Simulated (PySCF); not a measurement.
Electron correlation in Te⁺ (tellurium, charge +1)

[Kr] 4d10 5s2 5p3, high-spin 4S determinant. Computed with PySCF 2.14 in def2-SVP with the def2 core potential (28 electrons), with scalar relativity through the core potential. Frozen: 4s2 4p6 4d10; 5 electrons correlated.

MP2 pair energies summed by pair of shells (mhartree):

| pair | energy | share (%) |
| --- | --- | --- |
| 5s-5p | -30.40 | 65.8 |
| 5p-5p | -10.88 | 23.6 |
| 5s-5s | -4.91 | 10.6 |

Total MP2 correlation energy: -46.19 mhartree.

Same-spin part -12.47 and opposite-spin part -33.72 mhartree; SCS-MP2 scales them by 1/3 and 6/5 to -44.62 mhartree.

```tsv
level	correlation energy (mhartree)
CCSD	-58.93
(T)	-0.54
CCSD(T)	-59.47
```

Diagnostics: T1 = 0.0024, D1 = 0.0039, largest double amplitude 0.058.

Cost of the coupled-cluster step: 0.09 s of wall time on 1 thread of Neoverse-V2 (shared host), for 5 correlated electrons.
